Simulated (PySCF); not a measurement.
This PySCF input asks for the NMR shieldings of SMILES B[BH2-][n+]1ccccc1, C₅H₉B₂N; the geometry comes from GFN2-xTB.

```python
import basis_set_exchange as bse
import numpy as np
from pyscf import gto, dft
from pyscf.prop import nmr

atoms = """
B     2.647396    0.463159    0.152236
B     1.666117   -0.758900   -0.459782
N     0.206398   -0.386187   -0.213405
C    -0.423380   -0.752706    0.912541
C    -1.701307   -0.346404    1.224847
C    -2.392991    0.472792    0.341569
C    -1.744929    0.847021   -0.829116
C    -0.464724    0.400565   -1.067751
H     2.227543    1.455426    0.627059
H     3.814041    0.360849    0.104447
H     1.891331   -1.802149    0.078302
H     1.846646   -0.835987   -1.640477
H     0.139259   -1.389460    1.577841
H    -2.154238   -0.673294    2.147697
H    -3.396669    0.803186    0.554645
H    -2.233790    1.478136   -1.554482
H     0.066299    0.675985   -1.966082
"""
names = dict.fromkeys(["B", "N", "C", "H"], "pcSseg-1")
basis = {el: gto.basis.parse(bse.get_basis(n, elements=[el], fmt="nwchem")) for el, n in names.items()}
mol = gto.M(atom=atoms, basis=basis, charge=0, verbose=0)
mf = dft.RKS(mol, xc="PBE0")
mf.grids.level = 2
mf.grids.alignment = dft.numint.BLKSIZE   # the property module wants whole blocks of grid points
mf.conv_tol = 1e-9
mf.kernel()

calc = nmr.RKS(mf)   # GIAO
C = mf.mo_coeff
Co = C[:, mf.mo_occ > 0]
resp = mf.gen_response(singlet=True, hermi=2)
def vind(x):   # induced exchange potential for any number of trial vectors
    d = np.einsum("pi,xij,qj->xpq", C, 2 * x.reshape(-1, C.shape[1], Co.shape[1]), Co, optimize=True)
    return np.einsum("xpq,pi,qj->xij", resp(d - d.transpose(0, 2, 1)), C, Co, optimize=True).ravel()
mo1, _ = nmr.rhf.solve_mo1(calc, with_cphf=vind)
sigma = calc.kernel(mo1)
for i, s in enumerate(sigma):   # ppm
    print("%2d %-2s %9.2f" % (i, mol.atom_pure_symbol(i), np.trace(s) / 3))
```

Question: What does it print?

Answer: 
```
 0 B     -19.06
 1 B     110.92
 2 N     -38.66
 3 C      35.72
 4 C      55.97
 5 C      45.24
 6 C      55.77
 7 C      35.45
 8 H      21.84
 9 H      21.15
10 H      28.14
11 H      28.21
12 H      22.92
13 H      24.17
14 H      23.83
15 H      24.14
16 H      22.85
```

These numbers come from an equivalent density-fitted implementation of the same equations, which agrees with the script to about 0.01 ppm for H and up to a few tenths of a ppm for heavy atoms, so last digits may differ.

Size and cost of the density-fitted run: 181 basis functions, 34 s wall time on 1 thread of an Arm Neoverse V1, shared host; peak memory 0.82 GiB.
